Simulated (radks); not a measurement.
Results of a calculation; reference values are marked as such.
Coherent X-ray form factor from a spherical all-electron density. Level of theory: scalar-relativistic Kohn-Sham, PBE, spin-polarised, spherical densities, finite nucleus; Fermi nuclear charge, rms radius of each element as measured or else 0.836 A^(1/3) + 0.57 fm (a radial shooting solver on a logarithmic mesh with Libxc functionals).

| sin(theta)/lambda (1/angstrom) | f0 (electrons) |
|---|---|
| 0.05 | 22.800 |
| 0.1 | 22.218 |
| 0.15 | 21.309 |
| 0.2 | 20.148 |
| 0.25 | 18.824 |
| 0.3 | 17.422 |
| 0.4 | 14.664 |
| 0.5 | 12.268 |
| 0.6 | 10.383 |
| 0.8 | 7.992 |
| 1 | 6.745 |
| 1.25 | 5.773 |
| 1.5 | 4.939 |
| 2 | 3.429 |

The species is in the configuration that NIST lists as its ground one. Which atom or ion scatters so?

Answer. The cobalt ion Co4+, [Ar] 3d5. Extrapolating in s^2 from the first two rows gives f0(0) = 23.0, near the electron count 23; among species with that count, the fall with angle is slower the higher Z, and the table is that of Z = 27; from so few rows the species is fixed only to a neighbour or two.
